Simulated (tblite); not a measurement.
Species: C5H8OP2S.
Structure used (GFN2-xTB), in Å, numbered top down from 1:
```xyz
17
C5H8OP2S angstrom
C     -2.1116   -1.0830    1.0623
P     -1.2516   -0.3268   -0.3710
O     -1.3010   -1.1366   -1.5943
P     -2.2288    1.6106   -0.6556
C      0.4395   -0.0619    0.2075
C      1.5603   -0.3891   -0.4958
C      2.7481   -0.0531    0.1866
C      2.5110    0.5321    1.3891
S      0.8329    0.6822    1.7207
H     -3.1513   -1.2265    0.7717
H     -1.6600   -2.0538    1.2609
H     -2.0541   -0.4520    1.9454
H     -1.2776    1.9535   -1.6129
H     -1.5299    2.2324    0.3744
H      1.5132   -0.8618   -1.4604
H      3.7336   -0.2395   -0.2009
H      3.2202    0.8853    2.1117
```

Computed with GFN2-xTB (tblite): harmonic, unscaled wavenumbers at the GFN2-xTB geometry, gas phase. The method is semi-empirical: single wavenumbers can be off by several per cent or more. Modes of hydrogen on phosphorus can be 10 to 20 % off. One conformer, not necessarily the lowest.

Harmonic wavenumbers (cm⁻¹): 33.5, 77.4, 108.7, 138.7, 155.9, 163.6, 209.7, 244.3, 289.0, 297.7, 398.3, 430.0, 508.6, 530.5, 641.1, 691.9, 729.5, 734.3, 748.3, 756.2, 822.3, 833.6, 840.5, 849.6, 854.9, 985.8, 1071.0, 1090.3, 1099.2, 1171.1, 1254.6, 1306.0, 1328.2, 1415.3, 1427.3, 1433.4, 1533.1, 2272.9, 2331.5, 2999.5, 3003.0, 3023.8, 3129.3, 3138.5, 3161.3.

A = 1723, B = 702.5, C = 650.2 MHz; mass 177.977 u (most abundant isotopes); point group C1, symmetry number 1.

What is the zero-point energy?

½Σν̃ = 25132 cm⁻¹ = 300.64 kJ/mol.

Give the ideal-gas entropy at 273.15 K and 1 bar in the rigid-rotor, harmonic-oscillator model (classical rotation).

Translation 171.66, rotation 126.06, vibration 128.96: S = 426.7 J/(mol K).

And Cp and H(273.15 K) − H(0)?

Cp = 164.47 J/(mol K), of which vibrations give 131.21 (their classical limit is 45 R = 374.2); H(273.15 K) − H(0) = 27.64 kJ/mol without the zero-point energy, 18.56 from vibrations.

How do the functions run with temperature in this model?

```
 T (K)  S (J/(mol K))  Cp (J/(mol K))  H − H(0) (kJ/mol)  G − H(0) (kJ/mol)  ln q(vib)
   150          346.0           109.8              10.74             -41.16       3.60
   250          412.6           154.4              23.95             -79.19       6.64
298.15          441.5           175.1              31.89             -99.76       8.08
   400          498.6           213.6              51.75            -147.68      11.07
   600          596.2           267.3             100.25            -257.45      16.65
   900          714.4           314.9             188.25            -454.75      24.19
```

q(vib) and H(0) count from the zero-point level.

Blend soft modes into free rotors: weight 1/[1 + (100 cm⁻¹/ν̃)⁴] for the oscillator and the rest for a rotor with moment μB/(μ + B), μ = h/(8π²ν), B = 10⁻⁴⁴ kg m². What vibrational entropy results?

119.15 J/(mol K) in place of 128.96, which changes −T·S at 273.15 K by +2.68 kJ/mol.

Hindered rotation and anharmonicity are outside this model. Other conformers, if any are populated, would add a mixing term that is left out. The structure is chiral; the term R ln 2 for an equal mix with its mirror image is left out.

On one thread, Arm Neoverse V1 (aarch64), no GPU (shared host), this took 0.84 s wall. This covers the Hessian and the dipole derivatives.
